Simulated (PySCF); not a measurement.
Precursor series Cd Br-H. Isolated molecules, 0 K electronic values unless said otherwise.

The dipole moment from two functionals at the same geometries (PBE-D3(BJ)/def2-SVP), both in PySCF: PBE-D3(BJ)/def2-TZVP and TPSSh-D3(BJ)/def2-TZVP. 

| species | PBE-D3(BJ)/def2-TZVP (D) | TPSSh-D3(BJ)/def2-TZVP (D) |
|---|---|---|
| 0 of 2 Br replaced by H ([Cd(Br)2]) | 0.00 | 0.00 |
| 1 of 2 Br replaced by H | 2.09 | 2.14 |
| 2 of 2 Br replaced by H ([Cd(H)2]) | 0.00 | 0.00 |

Over these rows, drawn at random from the members with no instability flagged (it was tested for open shells, ions and some series alone), PBE minus TPSSh-D3(BJ): mean -0.02 D, from -0.05 D to 0.00 D.
